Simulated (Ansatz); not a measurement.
Molecule: C6H11 (charge 0, doublet). It need not be the lowest isomer of its formula. SMILES: C=C(C)[CH]CC
Geometry from a B3LYP-D3(BJ)/def2-TZVP (Ansatz, a first-principles code) optimisation:
```xyz
17

C      2.6864    -0.0685    -0.5357
C      1.1874    -0.2220    -0.7806
C      0.3529     0.2144     0.3793
C     -1.0361     0.1197     0.4428
C     -1.7317     0.5523     1.5518
C     -1.7895    -0.4677    -0.7270
H      2.9436     0.9730    -0.3311
H      3.2650    -0.3926    -1.4018
H      3.0044    -0.6640     0.3228
H      0.9622    -1.2667    -1.0310
H      0.9051     0.3460    -1.6778
H      0.8691     0.6436     1.2321
H     -2.8091     0.4815     1.6067
H     -1.2147     0.9766     2.4026
H     -2.8628    -0.4712    -0.5424
H     -1.4756    -1.4958    -0.9225
H     -1.6040     0.1004    -1.6417
```
Charge 0, spin multiplicity 2.

Wanted: atomisation energy (electronic, to ground-state atoms), in kJ/mol. Cores are frozen in the correlated levels unless marked. UHF or UKS for open shells. Spin-orbit coupling is left out. Non-relativistic. The coupled-cluster limit lacks core correlation, which all-electron functionals hold. CBS marks a two-point X^-3 extrapolation of the correlation energy; Hartree-Fock from the larger set. The bracket is a focal-point correction in the basis named.

The UHF reference is spin-contaminated (<S^2> 0.20 over the pure value in the largest basis). 

```json
[
 {"level": "B3LYP/def2-TZVPD", "program": "Ansatz", "atomisation energy (kJ/mol)": "[?]"},
 {"level": "r2SCANh-D4/def2-TZVPD", "program": "Ansatz + dftd4", "atomisation energy (kJ/mol)": "6925.7"},
 {"level": "r2SCAN0-D4/def2-TZVPD", "program": "Ansatz + dftd4", "atomisation energy (kJ/mol)": "6889.4"},
 {"level": "RI-MP2/CBS(cc-pVTZ,cc-pVQZ)+[CCSD(T)-MP2]/cc-pVTZ", "program": "Ansatz", "atomisation energy (kJ/mol)": "[?]"}
]
```

**Question.** Some entries are withheld; supply them.

**Answer.** 
- B3LYP/def2-TZVPD, atomisation energy (kJ/mol): 6880.9
- RI-MP2/CBS(cc-pVTZ,cc-pVQZ)+[CCSD(T)-MP2]/cc-pVTZ, atomisation energy (kJ/mol): 6905.6
